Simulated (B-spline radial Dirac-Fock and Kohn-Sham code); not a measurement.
The N atom: differential elastic cross section for electrons at 182 eV

The computed values come from a radial finite-basis atomic code: relativistic (Dirac) partial waves in the static field of the Dirac-Fock atom with Furness-McCarthy exchange, without polarisation or absorption potentials. Below a few hundred eV the neglected polarisation potential matters, most of all at small angles.

Input file task.json (cfg lists n, l and occupation; rrms is the nuclear radius in fm):

```json
{"items": [{
  "Z": 7,
  "q": 0,
  "cfg": [[1, 0, 2], [2, 0, 2], [2, 1, 3]],
  "A": 14,
  "rrms": 2.5582,
  "do": "elastic",
  "energies": [[182.0, 0]],
  "theta": [5, 10, 15, 20, 25, 30, 35, 40, 45, 50, 55, 60, 65, 70, 75, 80, 85, 90, 95, 100, 105, 110, 115, 120, 125, 130, 135, 140, 145, 150, 155, 160, 165, 170, 175]
}]}
```

Launch: `python xray2_run.py task.json out`

```
θ (°)  dσ/dΩ (a₀²/sr)
    5            10.2
   10            8.23
   15            5.97
   20            4.00
   25            2.57
   30            1.64
   35            1.06
   40           0.717
   45           0.512
   50           0.387
   55           0.308
   60           0.256
   65           0.221
   70           0.196
   75           0.178
   80           0.166
   85           0.157
   90           0.151
   95           0.148
  100           0.146
  105           0.145
  110           0.146
  115           0.147
  120           0.149
  125           0.151
  130           0.153
  135           0.155
  140           0.157
  145           0.159
  150           0.161
  155           0.163
  160           0.164
  165           0.165
  170           0.166
  175           0.167
```

The total elastic cross section is 6.64 a₀², the first transport cross section 2.39 a₀² and the second, weighted with (3/2) sin²θ, 3.13 a₀². The mean deflection is ⟨1 − cos θ⟩ = 0.361, and 14 % of the collisions scatter beyond 90°.

On this grid of angles the cross section has a minimum near 105°, from interference among the few low partial waves with large phase shifts.
